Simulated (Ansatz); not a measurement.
Isomers of H3Au3 (singlet), relaxed with PBE-D4/def2-TZVP; total energies from Ansatz at CCSD(T)/def2-TZVP.

| isomer | description | energy (Eh) |
| --- | --- | --- |
| A | point group C3h; 3 × Au–Au 2.68 Å; 3 × Au–H 1.57 Å | -407.40447 |
| B | point group Cs; 3 × Au–Au 2.64 to 2.67 Å; 3 × Au–H 1.56 to 1.58 Å | -407.39510 |

In the def2 sets Au takes a core potential; there is no spin–orbit coupling. Correlated methods freeze no core orbitals; core or outer-core shells of Au are correlated, in sets that lack core-valence functions.

The isomers come from a short search, and lower ones may exist.

**Question.** Work out the relative energies (1 Eh = 2625.5 kJ/mol) and the Boltzmann populations at 1200 K from electronic energies alone (R = 8.314 J/mol/K).

**Answer.** ΔE: A 0.0, B 24.6 kJ/mol. RT = 9.98 kJ/mol. Factors exp(−ΔE/RT): A 1, B 0.085; sum 1.085. Populations: A 92.2 %, B 7.8 %. Zero-point energy, vibrational entropy and symmetry numbers are left out and can shift these; an error of 4 kJ/mol changes a ratio by a factor of 1.5. Over the other density-functional and correlated levels in def2 sets, the gap between A and B ranges from 22 to 28 kJ/mol.
